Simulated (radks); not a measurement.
Question: The mean radii <r> (bohr) of the occupied orbitals of an atom or ion are listed with their occupations. All-electron calculation, Dirac Kohn-Sham, PBE, spin-unpolarised, spherical densities, point nucleus. Program: a radial shooting solver on a logarithmic mesh with Libxc functionals.

| orbital | occ. | <r> |
|---|---|---|
| 1s1/2 | 2 | 0.06959 |
| 2s1/2 | 2 | 0.3248 |
| 2p1/2 | 2 | 0.2881 |
| 2p3/2 | 4 | 0.2908 |
| 3s1/2 | 2 | 1.007 |
| 3p1/2 | 2 | 1.081 |
| 3p3/2 | 4 | 1.089 |
| 4s1/2 | 2 | 3.514 |
| 3d3/2 | 0.8 | 1.613 |
| 3d5/2 | 1.2 | 1.620 |

Name the element and its charge. Open shells, if any, are shared by 2j + 1.

Answer: Z = 22, titanium, charge 0: Ti in [Ar] 3d2 4s2. The 1s radius gives Z: for a bare nucleus <r> = (2 gamma + 1)/(2Z) with gamma = sqrt(1 - (Z/c)^2), 0.06759 bohr for Z = 22, and screening makes it slightly larger (0.06959 here). The occupations add up to 22, and the charge is Z minus that.
